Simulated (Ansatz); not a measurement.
The cluster Zr₂Si₂, relaxed as a triplet with UKS B3LYP-D4/def2-SVP in Ansatz, starting from the B3LYP-D4/def2-SVP geometry of the neutral singlet. Force threshold 0.02 eV/Å.

In the def2 sets Zr takes a core potential; there is no spin–orbit coupling. At B3LYP-D4/def2-SVP a singlet of charge 0 lies 0.23 eV below the triplet, each at its own geometry. The structure comes from a short search, and lower isomers may exist.

Start:

```xyz
4

Zr   -0.668    0.265   -1.452
Zr   -0.142    1.091    1.189
Si   -0.718   -1.270    0.541
Si    1.528   -0.087   -0.278
```

Estimate the energy that the relaxation releases and the steps that it takes.

0.6 kJ/mol, in 6 steps; 2.8 min on 2 threads of Arm Neoverse V1 on a shared host. No frequencies were taken in this run, so the end may be a saddle point.

Does the start keep its bonding and symmetry?

By distances, no bond broke or formed. The bond that changes most is Si3–Si4, from 2.67 to 2.70 Å (atoms count from 1). Point group C2v at the start, C2v at the end, both within 0.05 Å.

Predict the relaxed structure.


Cartesian coordinates in Å:
```
Zr -0.6709 0.2767 -1.4415
Zr -0.1489 1.0958 1.1755
Si -0.7250 -1.2840 0.5465
Si 1.5448 -0.0885 -0.2804
```
Bond lengths (bridged metal pairs left out): 4 × Si–Zr 2.53 Å; 1 × Zr–Zr 2.79 Å.
